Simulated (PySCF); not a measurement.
**A ladder of Hamiltonians for Pr⁴⁷⁺ (praseodymium, charge +47)**

Occupied: 1s1/2, 2s1/2, 2p1/2, 2p3/2, 3s1/2. Hartree-Fock calculated with PySCF 2.14 in an uncontracted even-tempered set (20 s from 5.1 bohr⁻², ratio 2.3; 16 p from 6.1 bohr⁻², ratio 2.3), Gaussian nucleus throughout. NR is non-relativistic, sf-X2C the spin-free one-electron X2C Hamiltonian, X2C adds the bare one-electron spin-orbit term, X2C-SNSO screens it by Boettger's factors, DC is four-component Dirac-Coulomb, and the Gaunt and Breit terms are added at first order (total energies over the DC spinors, levels after relaxing the spinors in that mean field). QED terms are absent. Levels marked empty are virtual spinors of this ion; the basis has s and p functions only, so 3d, which can lie below the n = 4 levels, is absent.

```json
{"level (eV)": "1s1/2", "NR": "-43365.1", "sf-X2C": "-45490.6", "X2C": "-45485.8", "X2C-SNSO": "-45486.2"}
{"level (eV)": "2s1/2", "NR": "-9403.8", "sf-X2C": "-9992.9", "X2C": "-9991.7", "X2C-SNSO": "-9991.8"}
{"level (eV)": "2p1/2", "NR": "-9091.2", "sf-X2C": "-9285.6", "X2C": "-9649.2", "X2C-SNSO": "-9635.5"}
{"level (eV)": "2p3/2", "NR": "-9091.2", "sf-X2C": "-9285.6", "X2C": "-9128.0", "X2C-SNSO": "-9133.1"}
{"level (eV)": "3s1/2", "NR": "-3851.6", "sf-X2C": "-4033.3", "X2C": "-4033.1", "X2C-SNSO": "-4033.1"}
{"level (eV)": "3p1/2 (empty)", "NR": "-3671.5", "sf-X2C": "-3747.1", "X2C": "-3839.2", "X2C-SNSO": "-3835.8"}
{"level (eV)": "3p3/2 (empty)", "NR": "-3671.5", "sf-X2C": "-3747.1", "X2C": "-3706.9", "X2C-SNSO": "-3708.2"}
{"level (eV)": "4s1/2 (empty)", "NR": "-2046.3", "sf-X2C": "-2121.3", "X2C": "-2121.2", "X2C-SNSO": "-2121.2"}
```

Task: Where do the four-component calculations put these levels?

Result: 1s1/2: DC -45528.7, DC+Gaunt -45414.8, DC+Breit -45422.3; 2s1/2: DC -9997.2, DC+Gaunt -9985.4, DC+Breit -9986.2; 2p1/2: DC -9638.3, DC+Gaunt -9617.8, DC+Breit -9619.9; 2p3/2: DC -9137.1, DC+Gaunt -9122.7, DC+Breit -9124.9; 3s1/2: DC -4034.4, DC+Gaunt -4031.3, DC+Breit -4031.7; 3p1/2 (empty): DC -3836.5, DC+Gaunt -3831.4, DC+Breit -3832.1; 3p3/2 (empty): DC -3709.0, DC+Gaunt -3705.5, DC+Breit -3706.2; 4s1/2 (empty): DC -2121.7, DC+Gaunt -2120.5, DC+Breit -2120.7 (eV).

```csv
Hamiltonian,E (hartree),E − E(DC) (hartree),CPU seconds
NR,-6746.5201,295.2456,0.42
sf-X2C,-7035.8070,5.9586,0.25
X2C,-7039.5654,2.2002,0.31
X2C-SNSO,-7039.3036,2.4621,0.32
DC,-7041.7656,0.0000,16
DC+Gaunt,-7034.7533,7.0123,27
DC+Breit,-7035.3740,6.3916,91
```

Weight of the small component: 1s1/2 0.0479, 2s1/2 0.0108, 2p1/2 0.0107, 2p3/2 0.0101, 3s1/2 0.00414, 3p1/2 0.00405, 3p3/2 0.00390, 4s1/2 0.00211.

Koopmans' value for the highest occupied level at DC+Breit: 4031.7 eV, against an ionisation energy of 4030 ± 4 eV (theoretical estimate listed by NIST; NIST Atomic Spectra Database, ionization energies); the former lacks relaxation, correlation, QED and recoil.

The whole ladder took 140 s of wall time on 1 thread of AMD EPYC 9R45 96-Core Processor (shared host), launched as `OMP_NUM_THREADS=1 python relrun2.py TASK.json OUT` (a driver that calls PySCF for each Hamiltonian).
